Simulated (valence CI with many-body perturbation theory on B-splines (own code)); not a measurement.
## Tl⁴⁰⁺: key properties

Method: relativistic CI+MBPT: five valence electrons over a frozen Dirac-Fock core [Kr], a basis of 7 s, 7 p, 8 d, 6 f, 4 g, 1 h functions for each j, with the one-electron correlation potential Σ1 (screened to all orders), the two-electron term Σ2, the three-electron term Σ3, Breit, model QED; selected single and double excitations, second order for the rest (own B-spline code, finite nucleus).

The last digits are not significant, and no measured levels were compared; by estimate large intervals hold to a few tenths of a per cent, small ones and those within an open d or f shell to about a per cent. Only levels of the ground parity were solved; by the run's estimate the other parity begins above the list, which can be wrong where configurations are misplaced.

Levels are named by their leading jj configuration (3d3/2^4 stands for four electrons in 3d with j = 3/2), which in mixed levels can hold well under half, so a name can repeat and another be missing.

Rates and lifetimes use the calculated energies. Strong lines usually hold to 10 to 20 %, long lifetimes can be off by a factor of two.

Q: What is the ground level?

A: (4d3/2^4 4d5/2) J=5/2, composition 25 % 4d⁵ ⁴P + 24 % 4d⁵ ²D + 17 % 4d⁵ ²F, g = 1.295.

Q: How well does LS coupling describe the low levels?

A: Among the lowest 20 levels the leading LS term, summed over configurations, holds 48 % on average. For single configurations the figures are 48 % in LS and 97 % in jj coupling. Terms mix most in the J = 5/2 level at 0 cm⁻¹, where the leading one holds 26 %.

Q: What is the ionisation energy?

A: 1922.3 eV; NIST lists 1920 ± 4 eV (theoretical).
